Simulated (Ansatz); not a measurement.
This geometry of H + H2 (3 atoms, charge 0, multiplicity 2) is a first-order saddle point.

Method: Ansatz, UKS PBE0-D4/def2-SVP.

```xyz
3
Properties=species:S:1:pos:R:3
H 0.000 0.000 0.000
H 0.937 -0.092 0.066
H -0.937 0.092 -0.066
```

(1) Which two structures does it join? (They come from a converged band through this point; their orientation in space is the band's.)

(2) How far does it lie above each of them?

## Answers

(1) Bonds broken: H1–H2. Bonds formed: H1–H3.  The two ends are copies of one structure, up to a mirror image or an exchange of like atoms.

Initial state:

```xyz
3
Properties=species:S:1:pos:R:3
H 0.732 -0.071 0.051
H 1.487 -0.146 0.105
H -2.219 0.216 -0.156
```

Final state:

```xyz
3
Properties=species:S:1:pos:R:3
H -0.732 0.073 -0.052
H 2.219 -0.218 0.157
H -1.487 0.145 -0.105
```

(2) 19.4 kJ/mol above the first and 19.4 kJ/mol above the second. This is the barrier of this one path; another mechanism may lie lower.

Time of the run: 13 s on 1 thread of AMD EPYC (Zen 3) (shared host), peak memory 0.086 GiB.
